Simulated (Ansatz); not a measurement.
## The atomisation energy (no zero-point term) down a group: B to Ga

One atom is swapped for its congeners: C6H15B (triethylborane) `CCB(CC)CC`; C6H15Al (triethylaluminium) `C[CH2][Al]([CH2]C)[CH2]C`; C6H15Ga (triethylgallium (TEGa)) `C[CH2][Ga]([CH2]C)[CH2]C`. All are singlets with charge 0.

Shapes, held fixed at every level: PBE0-D4/def2-TZVP. Programs: Ansatz 0.2.0. Values in eV.

(1) How should the atomisation energy change along the series?

Answers

(1) At CCSD(T)/def2-TZVPP the atomisation energy falls at every step, from 88.26 to 84.30 eV. Every level shows the same order. Relativity is left out for Ga unless named. Correlated rows may include outer-core shells of Ga, which these sets cover unevenly. Spin-orbit coupling, which grows down the group, is left out (summed over each molecule's free atoms 0.02, 0.03, 0.09 eV).

```tsv
level	C6H15B	C6H15Al	C6H15Ga
HF/def2-SVP	70.48	67.08	66.08
PBE0-D4/def2-TZVPP	90.82	87.11	86.28
wB97X-V/def2-TZVPP	90.25	86.82	85.95
MP2/def2-TZVPP	88.99	85.48	84.91
CCSD/def2-TZVPP	87.31	83.97	83.35
CCSD(T)/def2-TZVPP	88.26	84.90	84.30
```
